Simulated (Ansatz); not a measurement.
(NaSH)2 ring (Na2H2S2). Charge 0, multiplicity 3. Geometry PBE0-D4/def2-SVP, that of the neutral singlet; atoms count from 1.

```xyz
6

Na    0.087   -1.599   -0.071
S     1.233    0.142   -1.715
Na   -0.088    1.599    0.068
S    -1.232   -0.142    1.714
H     2.453    0.183   -1.132
H    -2.453   -0.184    1.135
```

At PBE0-D4/def2-TZVP a singlet of charge 0 lies 3.97 eV below the triplet at the same geometry.

(1) Estimate the Mulliken populations from the PBE0/def2-TZVP orbitals of Ansatz.

(2) Where does the spin sit?

(3) And the Mayer bond orders between bonded heavy atoms (over 0.3)?

## Answers

(1) 
```
atom  charge (e)  spin (α − β)
 Na1        0.22          0.45
  S2       -0.39          0.54
 Na3        0.22          0.45
  S4       -0.39          0.54
  H5        0.17          0.01
  H6        0.17          0.01
```
Mulliken values and Mayer orders depend strongly on the basis.

(2) Summed by element: Na 0.91, S 1.07, H 0.02, of 2 unpaired in all. Largest on single atoms: S2 0.54, S4 0.54, Na1 0.45.

(3) Na1–Na3 0.41 (3.21 Å). Values over 0.3 also appear between atoms too far apart for a bond (S2–S4 0.37 at 4.23 Å); they arise where an orbital or an unpaired electron spreads over both atoms.
